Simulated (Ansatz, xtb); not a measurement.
**Two structures of H4InNS**

Structure I is a singlet given by its coordinates and structure II is a singlet given by its coordinates. Both are isolated molecules in the gas phase, relaxed with BLYP-D3(BJ)/def2-SVP.

I (Å):

```
atom    x (Å)    y (Å)    z (Å)
  In   0.8184  -1.3161   0.1621
   N   0.6335   1.0625   0.1012
   S  -1.0714   0.3673  -0.0798
   H   0.8791   1.6295  -0.7218
   H   0.6915   1.6572   0.9391
   H   1.4971  -1.7751  -1.3666
   H   1.1376  -1.7213   1.8181
```

Close contacts (Å): In1–N2 2.39, In1–S3 2.54, N2–S3 1.85, In1–H6 1.73, In1–H7 1.73, N2–H4 1.03, N2–H5 1.03.

II (Å):

```xyz
7

In    1.1570   -1.1646    0.2298
N     0.2788    0.6109    1.0760
S     0.8131    1.6932   -0.1920
H    -0.7295    0.7364    1.2505
H     0.0741    1.3490   -1.3253
H     0.2234   -1.8828   -1.0599
H     2.7274   -1.4789    0.8875
```

Close contacts (Å): In1–N2 2.15, In1–S3 2.91, N2–S3 1.75, In1–H6 1.75, In1–H7 1.73, N2–H4 1.03, S3–H5 1.40.

Quicker runs give these differences E(II) − E(I): GFN2-xTB +0.789 eV; HF/STO-3G +1.122 eV (at GFN2-xTB geometries); r2SCAN-D4/def2-SVP +1.033 eV (at GFN2-xTB geometries).

Question: Estimate E(II) − E(I) at the level CCSD(T)/def2-TZVP.

Answer: Calculated at CCSD(T)/def2-TZVP: E(II) − E(I) = +0.923 eV, so structure I lies lower.

The same difference at several levels:

| level | geometry | E(II) − E(I) (eV) | departure from the last row (eV) | job, with rough time for the two |
| --- | --- | --- | --- | --- |
| GFN2-xTB | GFN2-xTB | +0.789 | −0.135 | optimisation, 0.98 s |
| HF/STO-3G | GFN2-xTB | +1.122 | +0.199 | single point, 3.9 s |
| r2SCAN-D4/def2-SVP | GFN2-xTB | +1.033 | +0.110 | single point, 9.3 s |
| BLYP-D3(BJ)/def2-SVP | BLYP-D3(BJ)/def2-SVP | +0.969 | +0.045 | optimisation, 69 s |
| HF/def2-TZVP | BLYP-D3(BJ)/def2-SVP | +0.963 | +0.039 | part of the CCSD(T) run |
| MP2/def2-TZVP | BLYP-D3(BJ)/def2-SVP | +0.911 | −0.013 | part of the CCSD(T) run |
| CCSD(T)/def2-TZVP | BLYP-D3(BJ)/def2-SVP | +0.923 |  | single point, 2.4 min |

None of the levels shown reverses the order. The largest departure from CCSD(T)/def2-TZVP is that of HF/STO-3G, 0.199 eV.

With harmonic frequencies from BLYP-D3(BJ)/def2-SVP (ideal gas, rigid rotor, one conformer each, 298.15 K, 1 atm): the zero-point term adds −0.120 eV; ΔH is +0.813 and ΔG +0.788 eV.

The correlated steps freeze 10 core orbitals; the filled d shell of In is correlated, in a basis made for valence electrons. Atoms past krypton carry core potentials in the def2 sets, other sets are all-electron and non-relativistic, and no spin–orbit term is included. Mirror images aren't counted in ΔG. Programs: Ansatz 0.2.0, xtb 6.7.1; the last row on 1 thread of Intel(R) Xeon(R) Processor @ 2.50GHz (Skylake/Cascade Lake) on a shared host.
